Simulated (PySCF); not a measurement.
Gas-phase reaction: Ga2F6 + 6 H2 → Ga2H6 + 6 HF

Computed with PySCF and rigid-rotor harmonic-oscillator thermochemistry at 1 bar. † marks an energy on the PBE0/def2-TZVP geometry and frequencies; other levels use their own. MP2 freezes the core. 6-31G* has spherical d functions here. All species are closed-shell singlets. B3LYP is the form with VWN-RPA correlation. Ga: all electrons, no relativistic terms. Ga2F6, Ga2H6: computed as isolated molecules; such fragments, hydroxides, amides, oligomers or adducts are transient or little studied in the gas. MP2 isn't extrapolated to the basis-set limit.

ωB97X-V/def2-TZVP† gives ΔH°(298 K) = 543 kJ.

What do BLYP/def2-TZVP†, B3LYP/6-31G*, MP2/def2-SVP† give?

BLYP/def2-TZVP†: 542 kJ; B3LYP/6-31G*: 807 kJ; MP2/def2-SVP†: 641 kJ. For scale, ΔH°(298 K) is 543 kJ at this level, 524 kJ at ωB97M-V/def2-TZVP†, and runs from 433 to 807 kJ over the 18 levels computed.
